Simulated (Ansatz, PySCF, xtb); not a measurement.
Dissociation curve of LiNa, singlet.

- RKS-BP86/6-31G* = restricted BP86/6-31G*, spherical d run with PySCF
- UHF/def2-TZVP (Ansatz, a first-principles code)
- GFN1-xTB (xtb)

Total energies in hartree (comparable only within one method and basis):

| R / Å | RKS-BP86/6-31G* | UHF | GFN1-xTB |
|---|---|---|---|
| 2.31 | -169.76646 | -169.27158 | -0.63021 |
| 2.48 | -169.77297 | -169.27894 | -0.63434 |
| 2.61 | -169.77607 | -169.28266 | -0.63467 |
| 2.76 | -169.77806 | -169.28580 | -0.63334 |
| 2.85 | -169.77860 | -169.28709 | -0.63198 |
| 2.93 | -169.77873 | -169.28793 | -0.63052 |
| 3.04 | -169.77846 | -169.28868 | -0.62821 |
| 3.05 | -169.77842 | -169.28873 | -0.62799 |
| 3.25 | -169.77688 | -169.28921 | -0.62313 |
| 3.37 | -169.77553 | -169.28916 | -0.62001 |
| 3.61 | -169.77221 | -169.28865 | -0.61363 |
| 3.88 | -169.76798 | -169.28782 | -0.60508 |
| 4.44 | -169.75915 | -169.28626 | -0.58413 |
| 4.89 | -169.75291 | -169.28546 | -0.56550 |
| 5.37 | -169.74742 | -169.28498 | -0.54490 |
| 5.89 | -169.74284 | -169.28473 | -0.52311 |
| 6.37 | -169.73969 | -169.28462 | -0.50488 |
| 7.09 | -169.73648 | -169.28456 | -0.48336 |
| 7.87 | -169.73446 | -169.28454 | -0.46921 |
| 8.84 | -169.73320 | -169.28453 | -0.46177 |

The restricted form behind RKS-BP86/6-31G* keeps the bonding electrons paired and can't separate into open-shell fragments. The unrestricted determinant behind UHF is spin-contaminated at 2.31 to 8.84 Å (<S²> up to 1.0, against 0.00 for a pure singlet).
